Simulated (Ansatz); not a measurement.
`C[Se]B(Cl)Cl` + HBr → `ClB(Cl)Br` + `C[SeH]`  (ligand exchange at a B–Se bond)

Computed with Ansatz on PBE0-D4/def2-TZVP structures; ΔE is electronic, products minus reactants. CCSD(T)/CBS adds triple-zeta CCSD(T) − MP2 to the extrapolated MP2 energy (def2 sets, frozen cores). Functionals use def2-TZVPP. For Br, Se outer-core shells are correlated without core-valence functions, which leaves a few kJ/mol of doubt a bond. Scalar relativity is left out up to krypton. Each species was taken in one conformer, which may not be the lowest.

| level | ΔE (kJ/mol) |
| --- | --- |
| PBE-D4 | 10.4 |
| BLYP | 1.5 |

Q: What does CCSD(T)/CBS give? (An estimate is asked.)

A: Computed: +10.1 kJ/mol. The listed levels differ from it by 0.3, -8.6 kJ/mol.

Largest T1 diagnostic among the species: 0.011.

Leaving LDA and LC-ωPBE aside and taking each functional with its dispersion term where it has one, the values, not all of them listed here, spread over 6.0 kJ/mol, from B2PLYP to revPBE-D4. LDA lies +6.2 kJ/mol from PBE without D4. At CCSD(T), def2-SVP lies −5.4 kJ/mol from the extrapolated value and def2-TZVPP −0.9 kJ/mol.
